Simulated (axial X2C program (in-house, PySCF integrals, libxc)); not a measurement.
## Potential curves of SiI, two-component

All values were computed with an in-house relativistic program for diatomic molecules. Two-component (2c) means X2C with spin–orbit coupling and atomic mean-field two-electron Coulomb and Gaunt terms. Basis: I dyall-cv3z [11s12p8d4f1g], Si dyall-v3z [8s7p2d1f] (cores contracted in-house); Gaussian nuclei, density fitting, unrestricted open shells. Masses: I 126.904 u, Si 27.977 u.

State: Ω = 1/2 (⟨Sz⟩ = -0.50, ⟨Lz⟩ = 1.00 at PBE0). Energies in cm⁻¹ from the fragments at the same level (I + Si). Fits are polynomials in 1 − R0/R over 0.85 to 1.23 times the lowest point R0.

```tsv
R (Å)	PBE0
2.1367	-18009
2.2350	-21977
2.3086	-23645
2.3823	-24488
2.4560	-24704
2.5420	-24369
2.6279	-23576
2.7384	-22109
2.8735	-19905
3.0700	-16379
```

Occupations by symmetry block were frozen at the best pattern of an incomplete PBE0 search. Dissociation energies refer to the lowest single-determinant-based atoms at the same level and basis. Density functionals use the spin component along the axis (collinear). The 2c atoms are single determinants rather than J levels; their spin–orbit lowering is only partly caught, and De is too large by that part. This holds for PBE0. Without a current term, density functionals place determinants with orbital angular momentum somewhat too high.

(1) Fit the PBE0 curve near its minimum: give the equilibrium distance, the harmonic wavenumber and the well depth.

## Answers

(1) At PBE0, 2c: Re = 2.449 Å, ωe ≈ 361 cm⁻¹, De = 3.06 eV to I + Si; Be follows as 0.123 cm⁻¹.
